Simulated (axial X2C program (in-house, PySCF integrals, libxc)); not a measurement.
How the levels of BrPtBr (d8 s0 orbitals) move with the bond length

Calculated with an axial X2C code built on PySCF integrals: two-component X2C with atomic mean-field Coulomb and Gaunt terms, basis Br dyall-v3z, Pt dyall-v3z (cores contracted in-house). Orbitals come from Hartree–Fock averaged over the configuration Pt d8 s0; CI then distributes these electrons over the d, s shells of Pt.

At Br–Pt–Br held linear, both bonds 2.409 Å:

```csv
Ω,energy (cm⁻¹),g∥,configuration
0,0,0.00,100% d8
1,119,2.55,100% d8
2,738,5.19,100% d8
4,1150,9.96,100% d8
3,1694,7.56,100% d8
0,5242,0.00,100% d8
1,5904,2.07,100% d8
2,8356,4.71,100% d8
0,8394,0.00,100% d8
1,8741,2.31,100% d8
3,9209,6.42,100% d8
2,10184,3.76,100% d8
1,14148,1.45,100% d8
2,14270,4.65,100% d8
```

g∥ is the magnitude of 2⟨Lz + ge Sz⟩ for the +Ω component. The lowest 14 levels at most are listed.

At Br–Pt–Br held linear, both bonds 2.710 Å:

```tsv
Ω	energy (cm⁻¹)	g∥	configuration
1	0	2.39	100% d8
0	2	0.00	100% d8
2	54	5.03	100% d8
3	395	7.63	100% d8
4	1250	9.95	100% d8
0	4863	0.00	100% d8
1	6567	1.89	100% d8
2	7870	4.84	100% d8
0	8466	0.00	100% d8
1	8742	2.34	100% d8
3	9384	6.35	100% d8
2	10361	3.63	100% d8
1	14346	1.70	100% d8
2	15232	4.61	100% d8
```

The lowest level lies 7134 cm⁻¹ above the lowest at the first distance.

(1) How does the gap from the lowest to the fifth level change between the two distances?

Dynamic correlation is missing, so gaps between terms are too wide and other configurations may lie lower; the lowest level listed is that of this model, not necessarily the ground state. For d shells the ligand-field splittings (σ, π, δ) and their order can be off by a thousand cm⁻¹ or more. At most 4 roots were kept for each Ω > 0 (twice that for Ω = 0) within 3.2 eV of the lowest, so higher up levels can be missing between those listed; levels with Ω > 0 are doubly degenerate and listed once, Ω = 0 levels singly. The open spinors mix strongly with ligand orbitals, which this small active space describes poorly. Some active spinors are only partly of the character that their shell is named for, so the shell names and counts are nominal. States that fill the shells left empty in the average are placed too high. The molecule was held linear; bending was not examined.

## Answers

(1) From 1694 to 1250 cm⁻¹, a factor of 0.74.
